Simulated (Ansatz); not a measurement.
Ansatz (a quantum-chemistry and plane-wave program) input:

Ansatz 0.2 input:
```yaml
crystal:
  periodic: [false, false, false]
  atoms:
    - {symbol: Se, position_ang: [0.03251397, -0.01627169, 0.34068713]}
    - {symbol: Br, position_ang: [1.12402019, -2.26001461, -0.38257515]}
    - {symbol: Br, position_ang: [-1.15560518, 2.27582139, 0.05162194]}
basis:
  gaussian:
    orbitals: cc-pVQZ
hamiltonian:
  xc: hf
total_charge: -1
magnetization: {spin_polarized: true, initial_magnetization: 1}
```

Which total energy does the run end on?

-7544.91696 Eh (HF/cc-pVQZ). The basis has 204 functions.
